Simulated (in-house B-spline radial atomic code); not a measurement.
The numbers below are computed, except where a source is named.
Ghost states of the separable form: Co

Co, [Ar] 3d7 4s2, non-relativistic LDA (VWN5), spherical and spin-unpolarised, from a B-spline radial code for spherical atoms (atomic units; all potentials screened as in the neutral atom).

Troullier-Martins channels: 4s (ε = -0.2045, r_c = 2.22 bohr), 3d (ε = -0.3224, r_c = 2.009 bohr). In the Kleinman-Bylander form one channel serves as the local potential, and each other channel l becomes |δV u><u δV|/<u|δV|u>, with δV = V_l − V_local and u the pseudo-orbital. Its strength is E_KB = <u|δV²|u>/<u|δV|u>. By the analysis of Gonze, Stumpf and Scheffler a spurious state lies below the reference level ε if E_KB > 0 and ε is above the second level of the local potential alone, or if E_KB < 0 and ε is above its first. The table's levels are those of angular momentum l in a sphere of 9 bohr, whose wall can lift a shallow ε a little above its free-atom value.

| local | channel | <u δV u> | <u δV² u> | ε | first local level | second local level |
| --- | --- | --- | --- | --- | --- | --- |
| s | d | -5.875 | 57.893 | -0.3224 | 0.1004 | 0.3387 |
| d | s | 0.17271 | 1.379 | -0.2041 | -8.2229 | -0.7574 |

Question: Apply the rule to each row.

Answer: Local s, channel d: E_KB = -9.85, so ε = -0.3224 is set against 0.1004: no ghost. Local d, channel s: E_KB = +7.98, so ε = -0.2041 is set against -0.7574: a ghost.

Diagonalising the separable Hamiltonian gives:

```tsv
local	channel	three lowest levels	all-electron, two lowest valence levels
s	d	-0.3224, 0.1134, 0.3805	-0.3224, 0.1114
d	s	-3.8046, -0.2041, 0.0870	-0.2041, 0.0872
```

Question: Which choices of local channel are safe?

Answer: Free of ghosts: s. With d local the s channel has a ghost 3.60 hartree below ε, since the local potential binds more than one state below ε, and a repulsive term of rank one raises each level at most to the next, so it clears only one of them. Among the safe choices the second level, which tests transfer, is off by at most 2.0 millihartree (s local).
